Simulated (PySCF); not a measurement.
Species: C5H7N2OS (doublet state).
Structure used (GFN2-xTB), in Å, numbered top down from 1:
```xyz
16
C5H7N2OS angstrom
C      2.258    0.727    0.497
O      1.297   -0.049    1.065
C      0.841   -1.129    0.296
C     -0.037   -0.678   -0.889
C     -1.295   -0.045   -0.411
C     -1.429    1.257    0.128
N     -2.655    1.539    0.497
S     -3.602    0.254    0.195
N     -2.442   -0.696   -0.420
H      2.903    0.301   -0.253
H      2.598    1.519    1.134
H      0.259   -1.758    0.973
H      1.691   -1.705   -0.097
H     -0.282   -1.549   -1.496
H      0.532    0.040   -1.484
H     -0.645    1.981    0.253
```

The hyperfine couplings belong to this conformer and change with its torsions.

As a line formula: `C(O[CH2])Cc1cnsn1` [radical].

Computed, not measured: UKS B3LYP, pcH-1 on C H N O S, non-relativistic, mean-field spin-orbit, GIAO (PySCF). One conformer (not necessarily the lowest) at the GFN2-xTB geometry, without solvent, vibrations or thermal averaging. The geometry wasn't refined by DFT: couplings that depend on bond lengths, twists or pyramidal angles can differ widely from those at the functional's own minimum. The SCF solution wasn't tested for stability.

(1) Break the g tensor into its mass correction, gauge correction and orbital-Zeeman/spin–orbit terms.

(2) Average each term over the three axes. Which is largest in size?

(3) At 9.525 GHz, how far is the centre of the isotropic spectrum from where a free electron (g = 2.002319) resonates?

(4) What effective moment and Curie constant follow for a powder?

(5) In a frozen sample, at which fields do the three g values resonate at 9.5, 34, 94 and 263 GHz (hyperfine left aside), and which band first spreads them over more than twice a line width of 0.3 mT?

## Answers

(1) 
```tsv
Δg (ppm)	1	2	3
relativistic mass correction	-188	-188	-188
gauge correction	0	58	58
orbital Zeeman/spin–orbit	-4	1492	2254
total	-192	1363	2125
```

So g = 2.00213, 2.00368, 2.00444 and g_iso = 2.00342; the tensor is rhombic: the two nearest values differ by 33 % of g3 − g1. Axes: g3 points within 14° of the C1–H11 bond.

(2) The orbital-Zeeman/spin–orbit term 1247, the mass correction -188 and the gauge correction 39 ppm, for a total of 1099 ppm. The orbital-Zeeman/spin–orbit term is the largest in size. The mass correction is the same along every axis, so the anisotropy comes from the other two: their spans along these axes are 58 (gauge) and 2259 ppm (orbital Zeeman/spin–orbit).

(3) B = hν/(g μB) with μB/h = 13.99624 MHz/mT gives 339.88 mT for the free electron and 339.69 mT at g_iso, 0.19 mT lower.

(4) With the mean of g² = 4.0137 and S(S+1) = 0.75: μ_eff = √(⟨g²⟩S(S+1)) = 1.735 μB and χT = 0.12505·⟨g²⟩·S(S+1) = 0.376 cm³ K/mol (cgs; spin-Hamiltonian part alone).

(5) 
```csv
band,GHz,B(g3) mT,B(g2) mT,B(g1) mT,spread mT
X,9.5,338.62,338.75,339.02,0.39
Q,34.0,1211.92,1212.38,1213.32,1.40
W,94.0,3350.60,3351.87,3354.48,3.88
J,263.0,9374.54,9378.11,9385.39,10.85
```

The spread grows in proportion to the frequency. Q band is the first where it exceeds 0.6 mT.

The largest Mulliken spin populations are on C1 (+0.92) and O2 (+0.13). C1 is the only atom above +0.15. The angles at C1 add up to 353.7°, so it is slightly pyramidal.

The HOMO–LUMO gaps are 3.68 eV among the α and 5.94 eV among the β orbitals.
